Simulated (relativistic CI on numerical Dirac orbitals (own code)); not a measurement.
# Slater and spin-orbit integrals, Cd43+

Method of calculation: Dirac-Coulomb-Breit CI, KLI orbitals optimised for each configuration, model QED, unscaled Slater integrals (own radial code, finite nucleus).

Slater integrals F^k, G^k are unscaled and averaged over j, outside the closed core 1s2; ζ comes from projecting the Hamiltonian with its Breit term on Σ l·s of the shell.

- 2s²2p: ζ(2p) = 1.1618e+06 cm⁻¹; <r>(2p) = 0.1069, <r^2>(2p) = 0.01383 (bohr units).
- 2s2p²: F^2(2p,2p) = 889890, G^1(2s,2p) = 936940, ζ(2p) = 1.1562e+06 cm⁻¹; <r>(2s) = 0.1242, <r^2>(2s) = 0.01814, <r>(2p) = 0.107, <r^2>(2p) = 0.01386 (bohr units).
- 2p³: F^2(2p,2p) = 888250, ζ(2p) = 1.1508e+06 cm⁻¹; <r>(2p) = 0.1072, <r^2>(2p) = 0.01391 (bohr units).

Averages of the first 10 configurations, taken without configuration mixing, which lowers the lowest level and can move excited configurations by several eV; other configurations of the list can lie among them:

```json
{"Configuration": "2s²2p", "Parity": "odd", "States": "6", "Average energy above the lowest level (eV)": "148.8"}
{"Configuration": "2s2p²", "Parity": "even", "States": "30", "Average energy above the lowest level (eV)": "425.0"}
{"Configuration": "2p³", "Parity": "odd", "States": "20", "Average energy above the lowest level (eV)": "739.6"}
{"Configuration": "2p²3s", "Parity": "even", "States": "30", "Average energy above the lowest level (eV)": "4534.5"}
{"Configuration": "2p²3p", "Parity": "odd", "States": "90", "Average energy above the lowest level (eV)": "4618.9"}
{"Configuration": "2p²3d", "Parity": "even", "States": "150", "Average energy above the lowest level (eV)": "4687.7"}
{"Configuration": "2s²3s", "Parity": "even", "States": "2", "Average energy above the lowest level (eV)": "3995.0"}
{"Configuration": "2s²3p", "Parity": "odd", "States": "6", "Average energy above the lowest level (eV)": "4085.5"}
{"Configuration": "2s²3d", "Parity": "even", "States": "10", "Average energy above the lowest level (eV)": "4154.5"}
{"Configuration": "2s2p3s", "Parity": "odd", "States": "24", "Average energy above the lowest level (eV)": "4245.4"}
```
